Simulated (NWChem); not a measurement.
GaH3; SMILES [GaH3]

All runs: NWChem. All runs use the structure optimised with PBE0/def2-SVP.

Diagonal of the polarisability tensor at CAM-B3LYP/def2-SVPD, static: 36.64, 36.64, 25.90 bohr³.

### Question
Find the mean polarisability volume, the molar refraction, and the refractive index that an ideal gas of it would have at 273.15 K and 1 atm.

### Answer

1. Mean: one third of the trace = 33.06 bohr³ × 0.14818 Å³/bohr³ = 4.90 Å³.
2. Molar refraction (Lorentz-Lorenz): (4π/3) N_A α = 12.4 cm³/mol.
3. Number density p/kT = 2.687 × 10⁻⁵ Å⁻³; n − 1 = 2π N α = 8.27 × 10⁻⁴.
4. These hold the electronic response alone: vibrational and orientational terms add to the static dielectric constant.
